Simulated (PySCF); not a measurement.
Excitations are Tamm–Dancoff values on a coarser integration grid.

Species: CH$_{3}$F, SMILES `CF` (charge 0, multiplicity 1).

Problem. What T1 excitation (TDA), dipole moment and S1–T1 gap (TDA) does ωB97X-D3(BJ)/def2-TZVPD // PBE0-D3(BJ)/def2-TZVPD (PySCF) give?

Solution. 
| Property | Result |
|---|---|
| T1 excitation (TDA) | 8.96 eV |
| dipole moment | 1.82 D |
| S1–T1 gap (TDA) | 0.27 eV |
